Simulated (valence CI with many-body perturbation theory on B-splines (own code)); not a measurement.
Level structure of Hf22+

Computed by configuration interaction combined with many-body perturbation theory (CI+MBPT): four valence electrons over a frozen Dirac-Fock core [Kr] 4d10, radial functions for each j: 7 s, 7 p, 7 d, 7 f, 4 g, 2 h, with the one-electron correlation potential Σ1, the two-electron term Σ2, the three-electron term Σ3, Breit, model QED; selected CI, second order for the rest, scaled by the run's own slope (own B-spline code, finite nucleus).

No measured levels were compared; by estimate terms of the open shell hold to a few per cent of their energy, and close levels can change places.

Levels 46 to 90 of 199, with energies above the lowest level, 4f⁴ ⁵I_4. "Leading %" is the weight of the configuration and term that name the level; weights of strongly mixed levels are sums over their largest components and can fall short. In the jj column 3d3/2^4 stands for four electrons in 3d with j = 3/2. Lifetimes count E1, E2, E3, M1 and M2 decay at the calculated energies, and are blank where another channel may lead or the interval is too uncertain; long ones can be off by a factor of two.

```csv
No.,Configuration,Term,J,E (cm⁻¹),Leading %,Leading jj,Lifetime
46,4f⁴,³L,9,93722,55,4f5/2 4f7/2^3 (95 %),5.46 ms
47,4f⁴,³G,5,93998,49,4f5/2 4f7/2^3 (56 %),2.69 ms
48,4f⁴,³F,2,94261,38,4f5/2 4f7/2^3 (68 %),2.53 ms
49,4f⁴,⁵D,3,96077,46,4f5/2^2 4f7/2^2 (44 %),5.75 ms
50,4f⁴,⁵D,4,99488,40,4f5/2^2 4f7/2^2 (74 %),3.70 ms
51,4f⁴,³F,3,99855,68,4f5/2 4f7/2^3 (63 %),2.54 ms
52,4f⁴,¹I,6,100700,38,4f5/2^2 4f7/2^2 (40 %),3.49 ms
53,4f⁴,¹L,8,104310,42,4f7/2^4 (63 %),1.67 ms
54,4f⁴,³H,5,104650,75,4f5/2^2 4f7/2^2 (79 %),6.70 ms
55,4f⁴,¹G,4,106580,51,4f5/2 4f7/2^3 (57 %),2.40 ms
56,4f⁴,³G,5,110910,48,4f5/2 4f7/2^3 (37 %),1.78 ms
57,4f⁴,³F,4,112730,47,4f5/2^2 4f7/2^2 (49 %),2.88 ms
58,4f⁴,¹K,7,112890,70,4f5/2 4f7/2^3 (79 %),3.00 ms
59,4f⁴,³G,3,113150,68,4f5/2^2 4f7/2^2 (62 %),3.81 ms
60,4f⁴,¹D,2,113820,57,4f5/2 4f7/2^3 (53 %),1.78 ms
61,4f⁴,³K,6,114980,57,4f5/2^2 4f7/2^2 (42 %),11.6 ms
62,4f⁴,³H,4,116910,52,4f5/2^3 4f7/2 (33 %),3.42 ms
63,4f⁴,³H,6,117870,44,4f5/2 4f7/2^3 (62 %),3.22 ms
64,4f⁴,³F,2,119780,54,4f5/2^2 4f7/2^2 (40 %),2.85 ms
65,4f⁴,³H,4,120010,40,4f5/2 4f7/2^3 (42 %),2.02 ms
66,4f⁴,³K,8,121920,60,4f5/2^2 4f7/2^2 (93 %),10.6 ms
67,4f⁴,¹N,10,123240,90,4f5/2 4f7/2^3 (59 %),3.80 ms
68,4f⁴,³K,7,123290,80,4f5/2^2 4f7/2^2 (88 %),9.79 ms
69,4f⁴,³F,2,124170,50,4f7/2^4 (52 %),1.77 ms
70,4f⁴,³H,5,124280,50,4f5/2^2 4f7/2^2 (57 %),2.28 ms
71,4f⁴,³P,0,124920,68,4f5/2^2 4f7/2^2 (49 %),1.13 ms
72,4f⁴,³F,4,125030,40,4f5/2^2 4f7/2^2 (47 %),2.42 ms
73,4f⁴,³G,5,128060,50,4f5/2 4f7/2^3 (52 %),1.67 ms
74,4f⁴,³F,3,128670,70,4f5/2 4f7/2^3 (66 %),3.17 ms
75,4f⁴,³H,6,130600,62,4f5/2^2 4f7/2^2 (46 %),1.78 ms
76,4f⁴,³P,1,138710,86,4f5/2^2 4f7/2^2 (49 %),1.18 ms
77,4f⁴,¹G,4,141550,36,4f5/2 4f7/2^3 (60 %),2.96 ms
78,4f⁴,¹L,8,141820,60,4f5/2 4f7/2^3 (87 %),3.08 ms
79,4f⁴,³I,6,141930,62,4f5/2^2 4f7/2^2 (69 %),5.54 ms
80,4f⁴,³I,5,142390,57,4f5/2 4f7/2^3 (46 %),2.72 ms
81,4f⁴,³G,3,144940,71,4f5/2^3 4f7/2 (37 %),1.78 ms
82,4f⁴,³I,7,149060,84,4f5/2 4f7/2^3 (82 %),3.36 ms
83,4f⁴,³G,4,149830,40,4f7/2^4 (45 %),1.38 ms
84,4f⁴,³P,2,150940,66,4f5/2^2 4f7/2^2 (52 %),2.56 ms
85,4f⁴,³G,5,151030,87,4f5/2 4f7/2^3 (50 %),2.29 ms
86,4f⁴,³D,3,154360,34,4f5/2^2 4f7/2^2 (56 %),2.19 ms
87,4f⁴,¹D,2,157370,51,4f5/2 4f7/2^3 (48 %),1.41 ms
88,4f⁴,¹I,6,160920,59,4f7/2^4 (38 %),1.61 ms
89,4f⁴,¹G,4,164160,67,4f5/2^2 4f7/2^2 (52 %),1.34 ms
90,4f⁴,¹F,3,170630,49,4f5/2 4f7/2^3 (70 %),2.31 ms
```

Names give the largest LS component (configuration and term), which can be under half, so a name can repeat, a term be missing and a line seem to break the LS rules; names also repeat where a configuration has a term twice.

Where two levels of one J and parity lie close, their mixing, g and order are uncertain.
